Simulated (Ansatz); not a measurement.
Input for Ansatz (a program for electronic structure): U-B97M-V/def2-TZVPP on H2W (SMILES [WH2]), 2S+1 = 5, a spin state set in the input, which need not be the lowest. Elements past Kr take the def2 small-core potentials; no spin–orbit coupling.

Ansatz 0.2 input:
```yaml
crystal:
  periodic: [false, false, false]
  atoms:
    - {symbol: W, position_ang: [0.57486554, 0.12096200, 0.18666101]}
    - {symbol: H, position_ang: [-0.07601241, -1.45247923, -0.05572081]}
    - {symbol: H, position_ang: [-0.53192185, 1.37898883, -0.20125983]}
basis:
  gaussian:
    orbitals: def2-TZVPP
hamiltonian:
  xc: {name: B97M-V}
magnetization: {spin_polarized: true, initial_magnetization: 4}
```

It printed:

```
WARN ansatz: RAYON_NUM_THREADS=1 ignored (pool sized by the plan → 1); use --threads N
Functional definition: B97M-V
integrals: 0.03 GiB planned
453 factors; their error is unknown
mean field: 0.35 GiB planned
mean field evaluation 1: about -1852.4789 eV, gradient 1.7e1 eV
mean field evaluation 2: about -1851.0383 eV, gradient 2.5e1 eV
mean field evaluation 4: about -1854.5361 eV, gradient 1.5e0 eV
mean field evaluation 8: about -1854.5507 eV, gradient 3.7e-2 eV
mean field -1854.55074659 eV, -68.1534828777 hartree, gradient 5.8e-5 eV, S^2 6.035312; 0 other end points of the search recorded, 0 dependent functions left out
reference -1854.55080616 eV, -68.1534850667 hartree; 10, 6 occupied and 74, 78 virtual orbitals, 453 factors
Total energy: -1854.55080616 eV, -68.1534850667 hartree
```

The run converged.

Cost: very roughly 3 core-seconds.
